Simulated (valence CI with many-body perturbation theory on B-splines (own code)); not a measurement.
## Ar⁵⁺: key properties

Computed by valence CI with perturbative core correlation (CI+MBPT): three valence electrons over a frozen Dirac-Fock core [Ne], radial functions for each j: 9 s, 9 p, 8 d, 6 f, 3 g, 1 h, with the one-electron correlation potential Σ1, the two-electron term Σ2, the three-electron term Σ3, Breit, model QED; selected CI, second order for the rest, scaled by the run's own slope (own B-spline code, finite nucleus).

Set against measurement, 28 paired levels are off by 106 cm⁻¹ on average, the worst by 195. These come from a selection out of Saloman, J. Phys. Chem. Ref. Data 39, 033101 (2010). Levels without a partner in it may be off by more.

Rates and lifetimes use the calculated energies. Strong lines usually hold to 10 to 20 %, long lifetimes can be off by a factor of two.

Question: What is the ground level?

Answer: 3s²3p ²P°_1/2, composition 96 % 3s²3p ²P°, g = 0.666.

Question: Among levels below 356020 cm⁻¹, which E1 lines absorb most strongly from the ground level?

Answer: to 3s²3d ²D_3/2 at 45.73 nm, f = 0.900; to 3s3p² ²P_1/2 at 54.83 nm, f = 0.380; to 3s3p² ²P_3/2 at 54.42 nm, f = 0.214.

Question: What are the static dipole polarisabilities of the lowest levels?

Answer: 3s²3p ²P°_1/2 2.31; 3s²3p ²P°_3/2 2.32 (tensor 0.16) bohr³, of which the core gives 0.0371.

Question: How well does LS coupling describe the low levels?

Answer: Among the lowest 20 levels the leading LS term, summed over configurations, holds 100 % on average. For single configurations the figures are 90 % in LS and 64 % in jj coupling. Terms hardly mix: every one of these levels is at least 95 % one term.

Question: Name the longest-lived excited levels whose lifetime is computed, and their main decay.

Answer: 3s²3p ²P°_3/2 at 2211 cm⁻¹ lives 10.2 s, mostly by M1 to 3s²3p ²P°_1/2; 3s3p² ⁴P_3/2 at 100830 cm⁻¹ lives 8.83 μs, mostly by E1 to 3s²3p ²P°_3/2; 3s3p² ⁴P_5/2 at 102070 cm⁻¹ lives 3.26 μs, mostly by E1 to 3s²3p ²P°_3/2. The lifetime of 3s3p3d ⁴F°_9/2 is too uncertain to give, and may be longer.

Question: How is the term ²P° of the ground level split?

Answer: J = 1/2 at 0, J = 3/2 at 2211 cm⁻¹.

Question: What is the ionisation energy?

Answer: 91.287 eV; NIST lists 91.29 ± 0.01 eV (measured).
